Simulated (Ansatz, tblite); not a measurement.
Spin states of Au2Se⁺, each relaxed with r2SCAN-D4/def2-TZVP in Ansatz. Electronic energies in the gas phase.

In the def2 sets Au takes a core potential; there is no spin–orbit coupling. The xTB rows come from tblite. LC-ωPBE has ω = 0.4 bohr⁻¹. HSE06 is defined as in plane-wave codes, on full-range PBE exchange. Correlated methods freeze 9 core orbitals; core or outer-core shells of Au, Se are correlated, in sets that lack core-valence functions. In CCSD on the charge 1 quartet the largest single amplitude is 0.22, so its Hartree–Fock determinant may place the open shell otherwise than the density functionals do. The structure comes from a short search, and lower isomers may exist.

Doublet geometry (C2v within 0.1 Å):

```xyz
3

Au   -1.4530   -0.1009    1.0531
Au    1.3706    1.0137   -0.5694
Se    0.0824   -0.9127   -0.4836
```

Quartet geometry (C2v within 0.1 Å):

```xyz
3

Au   -1.474   -0.040    0.083
Au    0.775   -1.242    0.158
Se    0.699    1.281   -0.241
```

⟨S²⟩: doublet 0.76 at PBE0-D4/def2-TZVP (pure 0.75), quartet 3.77 at PBE0-D4/def2-TZVP (pure 3.75).

Only these spin states were relaxed. The quartet has other bonds than the doublet, so the gap mixes isomer and spin.

| level | quartet − doublet (kcal/mol) | lowest of these |
| --- | --- | --- |
| GFN1-xTB | 40.8 | doublet |
| GFN2-xTB | 64.8 | doublet |
| HF/def2-TZVP | 51.9 | doublet |
| PBE-D4/def2-TZVP | 44.0 | doublet |
| revPBE-D4/def2-TZVP | 44.2 | doublet |
| r2SCAN-D4/def2-TZVP | 44.3 | doublet |
| PBE0-D4/def2-TZVP | 47.9 | doublet |
| HSE06-D4/def2-TZVP | 47.7 | doublet |
| BHLYP-D4/def2-TZVP | 51.3 | doublet |
| LC-ωPBE/def2-TZVP | 53.9 | doublet |
| PBE-QIDH/def2-TZVP | 51.1 | doublet |
| RPA@PBE/def2-TZVP | 46.0 | doublet |
| MP2/def2-TZVP | 51.2 | doublet |
| CCSD/def2-TZVP | 52.2 | doublet |
| CCSD(T)/def2-TZVP | 50.1 | doublet |

Change of the quartet − doublet gap on mixing in exact exchange, in kcal/mol: PBE to PBE0 (25 % exact exchange) 3.9.

The xTB methods have no spin-polarisation term.
